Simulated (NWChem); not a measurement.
**Basis-set convergence for H₄AlFS**

SMILES: S.[F][AlH2]
```xyz
7

Al    -0.7884     0.8171     0.0000
H     -1.5239     0.7102    -1.4050
H     -1.5239     0.7102     1.4050
F      0.6821     1.6408     0.0000
S      0.2990    -1.5209     0.0000
H      1.1873    -1.2381    -0.9796
H      1.1873    -1.2381     0.9796
```
Charge 0, spin multiplicity 1.

The numbers come from NWChem runs, not from measurements. All single points use one geometry, from PBE0/def2-SVP, a minimum by its harmonic frequencies.

Quantity: dipole moment at the level B3LYP.

B3LYP has NWChem's definition, with VWN1-RPA local correlation. The Pople sets run with spherical d functions. The structure started from a generated list of species.

```csv
basis,functions,dipole moment (D)
6-31G*,58,3.47
cc-pVDZ,70,3.58
6-31+G*,70,3.52
pcseg-1,70,3.48
def2-SVPD,106,3.47
6-311++G**,110,3.55
aug-cc-pVDZ,113,3.46
aug-pcseg-1,113,3.48
pcseg-2,154,3.54
def2-TZVPD,165,3.47
```

Smallest basis within 0.03 D of def2-TZVPD, the largest set run: 6-31G*, with 58 functions against 165 (also within reach: pcseg-1, def2-SVPD, aug-cc-pVDZ, aug-pcseg-1). def2-TZVPD isn't the basis-set limit itself, and a small set can land close by cancellation.
